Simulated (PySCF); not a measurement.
C₂H₃BF₂, SMILES C=CB(F)F, singlet at its B3LYP/def2-SVP optimised geometry (Å):

```
8

B     -1.3284    -0.4942     0.0000
F     -2.0236    -1.6225     0.0030
F     -2.0271     0.6338     0.0000
C      0.2212    -0.4942     0.0000
C      0.9318     0.6452     0.0198
H      0.7545    -1.4522    -0.0116
H      2.0271     0.6544     0.0248
H      0.4371     1.6225     0.0336
```

Level of theory: B3LYP/def2-TZVP (PySCF). Cells within 0.4 Å of a nucleus heavier than hydrogen are left out (blank, or x).

Map of the deformation density (molecule minus spherical neutral atoms) (e/bohr³) on the plane z = 0.0 Å:

```
|00000000000000000000000000000|
|00000000000000000000000000000|
|00000000000000000000000000000|
|00000000000000000000000000000|
|00000000000000000000000000000|
|00000000000000000000000000000|
|00000000000000000000000000000|
|00000000000000000000000000000|
|00000000000000001000000000000|
|00000000010000066200000000000|
|00000000111000158411100000000|
|0000000xx21000027x34400000000|
|0000112xx2100001xxx8920000000|
|0000111xx41000049x34300000000|
|00000001452122279400000000000|
|000000001xx566xx5100000000000|
|000000001xxx77xx3100000000000|
|00000001452122267300000000000|
|00001113x41000159400000000000|
|0000112xx21000023100000000000|
|0000001xx21000000000000000000|
|00000000111000000000000000000|
|00000000011000000000000000000|
|00000000000000000000000000000|
|00000000000000000000000000000|
|00000000000000000000000000000|
|00000000000000000000000000000|
|00000000000000000000000000000|
|00000000000000000000000000000|
```
Scale: ten equal steps from -0.013 (start of '0') to 0.121 (end of '9'), in the order '0123456789'; x runs from -4.50 to 4.50, y from -4.50 (bottom) to 4.50 (top).
